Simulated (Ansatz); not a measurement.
System: CH5AlO (charge 0, singlet). SMILES: [AlH2][O]C
Structure (B3LYP-D3(BJ)/def2-TZVP (Ansatz, a first-principles code) minimum search):
```
O
C 1 1.4073
H 2 1.0935 1 109.88
H 2 1.0935 3 108.06 1 -119.88
H 2 1.0962 3 108.27 4 -117.05
Al 1 1.6892 2 134.97 3 120.61
H 6 1.5710 1 116.27 2 180.00
H 6 1.5795 7 124.86 1 -180.00
```

Property: vertical triplet-singlet gap (E(triplet) - E(singlet); each state is the SCF solution reached for its spin; for the triplet the Hartree-Fock reference is unstable and T1 is 0.044), in kJ/mol. Cores are frozen in the correlated levels unless marked. UHF or UKS for open shells. No spin-orbit coupling. Non-relativistic. 

| level | program | vertical triplet-singlet gap (kJ/mol) |
|---|---|---|
| RI-HF/aug-cc-pV(T+d)Z | Ansatz | 507.0 |
| RI-HF/aug-cc-pV(Q+d)Z | Ansatz | 506.8 |
| SVWN5/def2-TZVPD | Ansatz | 461.2 |
| PBE/def2-TZVPD | Ansatz | 461.5 |
| r2SCAN/def2-TZVPD | Ansatz | 476.6 |
| B3LYP/def2-TZVPD | Ansatz | 509.4 |
| PBE0/def2-TZVPD | Ansatz | 503.5 |
| BHLYP/def2-TZVPD | Ansatz | 555.2 |
| CAM-B3LYP/def2-TZVPD | Ansatz | 539.5 |
| wB97M-V/def2-TZVPD | Ansatz | 555.8 |
| wB97X-V/def2-TZVPD | Ansatz | 564.9 |
| B2PLYP/def2-TZVPD | Ansatz | 536.5 |
| RI-MP2/aug-cc-pV(T+d)Z | Ansatz | 651.8 |
| RI-MP2/aug-cc-pV(Q+d)Z | Ansatz | 656.7 |
| CCSD/aug-cc-pV(D+d)Z | Ansatz | 558.6 |
| CCSD/aug-cc-pV(T+d)Z | Ansatz | 563.5 |
| CCSD/aug-cc-pV(Q+d)Z | Ansatz | 565.2 |
| CCSD(T)/aug-cc-pV(D+d)Z | Ansatz | 549.0 |
| CCSD(T)/aug-cc-pV(T+d)Z | Ansatz | 552.2 |
| CCSD(T)/aug-cc-pV(Q+d)Z | Ansatz | 553.6 |
